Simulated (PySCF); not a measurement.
W(O)2(OH)(NH2) (H3NO3W), SMILES [OH][W](=[O])([NH2])=[O], multiplicity 1.

The structure is a stationary point at B3LYP-D3(BJ)/def2-SVP. The geometry has at least one imaginary mode, so it is a saddle point at that level. The spin state was assumed, not searched. The structure was generated by enumeration; whether it is a known compound was not checked. The def2 effective core potentials stand for the cores of W; spin–orbit coupling is left out. The values are those of a single conformer.

Level of theory: PySCF with B3LYP-D3(BJ)/def2-SVP.

Frequencies are harmonic and unscaled.

Computed harmonic wavenumbers and intensities:
| mode | ν (cm⁻¹) | IR (km/mol) | moving atoms (share of kinetic energy) |
|---|---|---|---|
| 1 | 87i | 150.5 | H 93 % |
| 2 | 202 | 3.4 | N 38 %, O 37 %, H 17 %, W 8 % |
| 3 | 213 | 0.4 | O 52 %, N 19 %, H 15 %, W 14 % |
| 4 | 221 | 17.3 | O 60 %, H 28 %, N 12 % |
| 5 | 237 | 26.9 | O 72 %, W 13 %, H 11 % |
| 6 | 328 | 1.0 | O 92 % |
| 7 | 335 | 1.8 | H 76 %, O 23 % |
| 8 | 471 | 350.8 | H 79 %, N 15 % |
| 9 | 510 | 29.2 | H 70 %, O 22 %, N 8 % |
| 10 | 667 | 6.4 | H 80 %, N 18 % |
| 11 | 712 | 62.2 | N 69 %, H 13 %, O 10 %, W 8 % |
| 12 | 731 | 102.5 | O 67 %, H 16 %, W 12 % |
| 13 | 987 | 201.5 | O 88 %, W 11 % |
| 14 | 1022 | 74.4 | O 94 % |
| 15 | 1512 | 37.6 | H 89 %, N 11 % |
| 16 | 3541 | 113.3 | H 96 % |
| 17 | 3636 | 54.9 | H 91 %, N 9 % |
| 18 | 3877 | 252.1 | H 94 % |
